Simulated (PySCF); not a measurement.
**Computed properties of Be(SMe)(SeH) (CH4BeSSe), SMILES C[S][Be][SeH]**

Be(SMe)(SeH) (CH₄BeSSe), SMILES [SeH][Be][S]C. Geometry optimised at TPSSh-D3(BJ)/def2-SVP. The structure was generated by enumeration; whether it is a known compound was not checked. One conformer was computed; it need not be the lowest. All values are computed for the isolated molecule unless a solvent is named; none is compared with measurement here.

**Structure.** All 18 harmonic modes at TPSSh-D3(BJ)/def2-SVP (PySCF) are real, so it is a minimum. With heavy atoms numbered as in [Be:1]([S:2][CH3:3])[SeH:7], the shortest bond between them is S2–C3 at 1.850 Å and the longest Be1–Se7 at 2.037 Å.

**Vibrations.** The strongest infrared lines (harmonic, unscaled, degenerate partners summed) lie at 998 cm⁻¹ (205 km/mol, Be 76 %, H 11 %, S 9 %), 969 cm⁻¹ (62 km/mol, H 73 %, Be 14 %, C 13 %), 3059 cm⁻¹ (23 km/mol, H 98 %). The softest mode is at 41 cm⁻¹ and the zero-point energy is 30.6 kcal/mol.

**Electronic structure.** M06-2X/def2-TZVPD (PySCF) places the frontier levels at -8.35 and -0.39 eV, a gap of 7.96 eV, and gives a dipole moment of 1.63 D and a mean polarisability of 80.4 bohr³. PBE/def2-TZVPD (PySCF) at the same geometry gives -6.05 and -1.75 eV, so its gap is 3.66 eV narrower. An orbital gap is neither the optical nor the fundamental gap.

**Excitations.** TDDFT-M06-2X/def2-SVPD (PySCF) has S1 at 4.80 eV (258 nm, f = 0.000, dark); the most intense of the 10 singlets computed lies at 5.83 eV (f = 0.20). T1 (TDA) is at 4.59 eV. TDDFT-PBE/def2-SVPD (PySCF) puts S1 at 4.40 eV. No vertical singlet excitation falls in the visible range (under 3.1 eV).

**NMR.** GIAO shifts at PBE0/pcSseg-1 (PySCF) (non-relativistic, atoms alike by connectivity averaged): ¹³C at 13.2 ppm against TMS; ¹H from 1.0 to 2.5 ppm against TMS.
